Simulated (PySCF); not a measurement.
## How methods differ on the excitation energy of Dy

Dy [Xe] 4f10 6s2 (high-spin determinant) → Dy [Xe] 4f9 6s2 6p1 (high-spin determinant), as a difference of total energies. All numbers are calculated (PySCF 2.14, the spin-free X2C one-electron Hamiltonian (Gaussian nucleus), in x2c-TZVPPall with one added diffuse shell each of s, p, d, f type (12s8p8d5f2g, 129 functions)). The calculations carry no spin-orbit coupling.

| method | excitation energy (eV) |
| --- | --- |
| LDA | 4.388 |
| PBE | 4.105 |
| PBE0 | 2.996 |

A first-order spin-orbit estimate (lowest level to lowest level, LS coupling) adds 0.183 eV.

The determinant of the upper state and of the lower state mixes LS terms, which raises its energy above the lowest term, most at the Hartree-Fock and MP2 levels.
